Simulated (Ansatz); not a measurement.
CH3AlF2Si can be A, `F[C@@H]1[AlH][Si@@H]1F`, or B, `F[CH]1[SiH2][Al]1[F]`.

Gas-phase electronic energies from Ansatz, PBE0-D4/def2-TZVP geometries. CCSD(T)/CBS is the MP2 limit (def2-TZVPP, def2-QZVPP) plus CCSD(T) − MP2 in def2-TZVPP, frozen cores. DFT in def2-TZVPP. B3LYP here is the variant with VWN-RPA as its local correlation; programs differ in this.

**Question.** Which isomer does CCSD(T)/CBS put lower? Give the gap. (An estimate is asked.)

**Answer.** The calculation gave: B, by 14.4 kcal/mol.

**Question.** Give E(B) − E(A) in kcal/mol with MP2/def2-TZVPP, CCSD/def2-TZVPP, BLYP-D4, CCSD(T)/def2-SVP, B3LYP-D4, HF/def2-TZVPP, CCSD(T)/def2-TZVPP. (Estimate.)

**Answer.** Ansatz gave: MP2/def2-TZVPP -15.3, CCSD/def2-TZVPP -14.7, BLYP-D4 -14.5, CCSD(T)/def2-SVP -19.1, B3LYP-D4 -14.1, HF/def2-TZVPP -12.7, CCSD(T)/def2-TZVPP -14.9. None reverses the order clearly.

**Question.** Does the order hold for the free energy at 298.15 K (harmonic terms from PBE0-D4)? (An estimate is asked.)

**Answer.** Computed: Yes: G(B) − G(A) = -13.9 kcal/mol.

Largest T1 diagnostic: 0.015.

From BLYP to BHLYP (50 % exact exchange), in def2-TZVPP and without D4, E(B) − E(A) moves by +1.1 kcal/mol. In def2-TZVPP, CCSD(T) changes the Hartree–Fock value by −2.1 kcal/mol (the triples alone add −0.2 kcal/mol) and MP2 by −2.6 kcal/mol.
